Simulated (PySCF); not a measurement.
**A thermochemical cycle for MoBr**

PBE0 in PySCF with def2-TZVPPD on every atom (core potentials on Mo), for the lowest determinant that a PBE0 search found; no spin–orbit coupling. MoBr, a sextet (σ ↑, π ↑↑, δ ↑↑), has De = 3.36 eV to neutral atoms, and MoBr⁺, a quintet (σ ↑, π ↑, δ ↑↑), has De = 2.40 eV to Mo⁺ (4d5) + Br.

The adiabatic ionisation energy of MoBr, between the minima, is 8.21 eV.

Q: Which ionisation energy of the Mo atom does this level give?

A: IE(Mo) = IE(molecule) + De(ion) − De(neutral) = 8.21 + 2.40 − 3.36 = 7.25 eV; the measured value is 7.092 eV (NIST ASD).

The metal atom is held in its measured ground configuration; semilocal functionals can put another filling of s and d lower by some tenths of an eV, and De to that atom would be smaller. Spin–orbit coupling is left out, which matters for elements this heavy, above all for dissociation energies. For an ion De counts to the pair picked by the measured ionisation energies or electron affinities, which need not be the lowest pair at this level. The state is the lowest single determinant that the PBE0 search found; with open d or f shells the true ground state can be another one.
